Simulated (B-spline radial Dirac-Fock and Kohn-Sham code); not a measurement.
**What relativity does to the binding energies of Cd²²⁺**

System: Cd²²⁺, configuration [Ar] 3d8.

Both columns are ΔSCF binding energies of the configuration average from a radial atomic solver: non-relativistic Hartree-Fock with a point nucleus, and Dirac-Fock with a finite nucleus and the Coulomb interaction alone, averaged over the two j levels with weights 2j+1.

| shell | Hartree-Fock (eV) | Dirac-Fock (eV) | shift (eV) | shift (%) |
| --- | --- | --- | --- | --- |
| 1s | 26692.9 | 27567.1 | +874.21 | +3.28 |
| 2s | 4569.9 | 4786.4 | +216.48 | +4.74 |
| 2p | 4300.1 | 4364.9 | +64.78 | +1.51 |
| 3s | 1406.0 | 1456.3 | +50.36 | +3.58 |
| 3p | 1295.4 | 1313.3 | +17.90 | +1.38 |
| 3d | 1105.2 | 1102.3 | -2.86 | -0.26 |

Relativity binds 1s, 2s, 2p, 3s, 3p more strongly, among those listed most of all 2s in relative terms, and 3d more weakly, because the contracted s and p shells screen the nucleus better.

Values without a named source are computed, but for edge energies of neutral atoms, which are taken from tables.
